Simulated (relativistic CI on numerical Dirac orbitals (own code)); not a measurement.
## Magnetism of Hg3+, 5d9, in a crystal field

Calculated by Dirac-Coulomb-Breit CI, KLI orbitals optimised for each configuration, model QED (radiative potential, 1s self-energy scaled to tabulated hydrogen-like ionisation energies), valence Slater integrals scaled by 0.8, one configuration in a parametric crystal field (own radial code).

Field parameters in Wybourne normalisation: Oh B⁴₀ = 21Dq, B⁴₄ = √(5/14) B⁴₀. The field is a parameter set, without covalency.

S is read from ⟨S²⟩ = S(S + 1).

Powder χT (cm³ K mol⁻¹) by Van Vleck's formula, with temperature-independent terms:

```
                Field    2 K    5 K   10 K   20 K   50 K  100 K  200 K  300 K
 Oh, 10Dq = 7000 cm⁻¹  0.967  0.968  0.969   0.97  0.975  0.983  0.998   1.01
Oh, 10Dq = 12600 cm⁻¹  0.878  0.878  0.879  0.879  0.882  0.886  0.894  0.902
Oh, 10Dq = 18250 cm⁻¹   0.79  0.791  0.791  0.791  0.793  0.796  0.801  0.806
Oh, 10Dq = 23850 cm⁻¹  0.721  0.722  0.722  0.722  0.723  0.725   0.73  0.734
Oh, 10Dq = 29450 cm⁻¹  0.669  0.669  0.669  0.669   0.67  0.672  0.675  0.679
Oh, 10Dq = 35050 cm⁻¹  0.628  0.628  0.629  0.629   0.63  0.631  0.634  0.637
Oh, 10Dq = 40650 cm⁻¹  0.597  0.597  0.597  0.597  0.598  0.599  0.602  0.604
```

For Oh, 10Dq = 18250 cm⁻¹: what effective moment follows at 300 K?

μ_eff = √(8χT) = 2.54 μB. The ground level has S = 0.50; the spin-only moment for S = 1/2 is 1.73 μB. The difference comes from the orbital moment, spin-orbit mixing of terms and temperature-independent paramagnetism, all larger in this ionic model than in covalent complexes.
